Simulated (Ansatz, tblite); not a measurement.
Forces on BiH2(OMe) (CH5BiO) at its r2SCAN-D4/def2-TZVP geometry. Charge 0, multiplicity 1.

In the def2 sets Bi takes a core potential; there is no spin–orbit coupling. The xTB rows come from tblite. B3LYP takes the VWN-RPA correlation.

GFN1-xTB (tblite), largest force 1.04 eV/Å:

```xyz
8
positions Å, forces eV/Å
Bi    1.309    0.459   -1.024    0.639    0.257   -0.541
H     1.044   -0.478   -2.534   -0.056    0.161    0.240
H     0.652    1.918   -1.846    0.007   -0.275    0.120
O    -0.559   -0.085   -0.255   -0.404   -0.261    0.917
C    -0.586   -0.386    1.126   -0.271    0.103   -0.729
H     0.055   -1.239    1.394    0.108   -0.041   -0.053
H    -1.617   -0.654    1.380   -0.102   -0.038    0.073
H    -0.298    0.467    1.759    0.079    0.095   -0.027
```

GFN2-xTB (tblite), largest force 1.10 eV/Å:

```
Bi 0.488 0.235 -0.574
H 0.016 0.202 0.235
H 0.084 -0.273 0.097
O -0.558 -0.301 0.904
C -0.122 0.038 -0.270
H 0.012 0.063 -0.125
H 0.057 0.037 -0.124
H 0.024 -0.002 -0.144
```

B3LYP-D4/def2-TZVP (Ansatz), largest force 0.14 eV/Å:

```
Bi 0.122 0.036 -0.066
H 0.017 -0.047 -0.051
H -0.001 0.067 -0.013
O -0.047 -0.039 0.124
C -0.093 -0.029 0.050
H -0.028 0.047 -0.020
H 0.043 0.005 0.015
H -0.012 -0.041 -0.040
```
